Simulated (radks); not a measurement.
Results of a calculation; reference values are marked as such.
The cerium ion Ce4+, [Xe]. Level of theory: non-relativistic Kohn-Sham, exchange-only LDA, spin-polarised, spherical densities, point nucleus (a radial shooting solver on a logarithmic mesh with Libxc functionals). Every spin shell is full or empty, so the densities are truly spherical. Functionals are evaluated on that one density, not self-consistently. Rank these exchange functionals by their error against the exact value of the orbitals, and give that value: LDA, B88, RPBE, PW91, SOGGA, B86b, G96, EV93, MS2.

Answer. Exact: -198.439 hartree. From best to worst, with 100 (|E| - |E exact|)/|E exact| (equal figures are ties): PW91 0.00, B86b -0.01, B88 +0.03, RPBE -0.24, G96 +0.38, EV93 -0.38, MS2 -0.62, SOGGA -2.16, LDA -4.59.
